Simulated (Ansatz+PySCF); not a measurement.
## sextet FeCl: levels of theory in one basis

```yaml
atoms:
  - { symbol: Fe, position_ang: [0.0000, 0.0000, 0.0000] }
  - { symbol: Cl, position_ang: [0.0000, 0.0000, 2.2630] }
```

Basis set: def2-SVP (spherical functions). Frozen core: 10 orbitals. Correlation on ROHF uses semicanonical orbitals with singles. Charge 0, multiplicity 6.

Computed with Ansatz (development build ahead of 0.2.0); each method stands on the lowest determinant of its kind that the runs found.

```tsv
method	E − E(ROHF) (eV)	<S²> of the determinant
ROHF	0.00	8.75
UHF	-0.09	8.75
ROHF-MP2	-9.92	–
UHF-MP2	-9.92	8.75
```

(1) Is a single determinant a sound starting point here?

## Answers

(1) By this sign, yes. Unrestricted orbitals gain 0.09 eV and <S²> is 8.75 against 8.75 for a pure state.

Caution: other spin multiplicities were not run.
